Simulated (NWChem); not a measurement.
Molecule: Si2H4S, singlet; SMILES [Si](S)[SiH3]

```xyz
7

Si    -1.1654     0.1316     0.0013
S      0.4712     1.4969     0.0006
H     -0.2399     2.6524     0.0012
Si     0.3021    -1.7790     0.0020
H      1.7679    -1.4695    -0.0043
H     -0.0164    -2.6177    -1.1997
H     -0.0078    -2.6084     1.2125
```
Atoms are numbered in this order, from 1.

Computed with NWChem. Low-valent species are run as closed-shell singlets; no triplet was tried in these runs. Structure relaxed at the PBE0/def2-SVP level. GIAO values for the isolated, static molecule; σ is the absolute isotropic shielding, δ = σ(reference) − σ with the isolated reference molecule computed at the same levels (1H: tetramethylsilane, 29Si: tetramethylsilane).

For level BHandHLYP/pcSseg-1:

```
Quantity                 Value
-----------------------  -----
σ S2 (ppm)               164.4
δ H3 (ppm)                7.12
δ Si4 (ppm)              -76.6
δ H5 (rotor mean) (ppm)   3.85
```

### Question
Estimate the same quantities for level LDA (Slater exchange, VWN5)/pcSseg-1.

### Answer
The σ S2 (ppm) is 48.2 and the δ H3 (ppm) is 8.40. The δ Si4 (ppm) comes out as -83.8 and the δ H5 (rotor mean) (ppm) is 4.29.
